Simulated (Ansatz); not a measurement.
Species: LaO (charge +1, singlet). SMILES: [O]=[La+]
Geometry: optimised at B3LYP-D3(BJ)/def2-TZVP (Ansatz, a program for electronic structure).

Wanted: vertical ionisation energy (to the doublet state of charge +2; each state is the SCF solution reached for its spin; for the singlet T1 is 0.026), in eV. Cores are frozen in the correlated levels unless marked. UHF or UKS for open shells. Spin-orbit coupling is left out. The frozen core is the preceding noble-gas configuration, with the filled d and f shells of earlier blocks. Past Kr the def2 sets carry scalar-relativistic core potentials. CBS(X,Y): correlation extrapolated as X^-3; Hartree-Fock from the larger set.

```tsv
level	program	vertical ionisation energy (eV)
SVWN5/def2-TZVPD	Ansatz	15.66
wB97M-V/def2-TZVPD	Ansatz	14.84
```

**Question.** Predict the CCSD(T)/CBS(def2-TZVPPD,def2-QZVPPD) result (Ansatz).

**Answer.** 14.91 eV, so wB97M-V/def2-TZVPD differs from it by -0.07 eV.
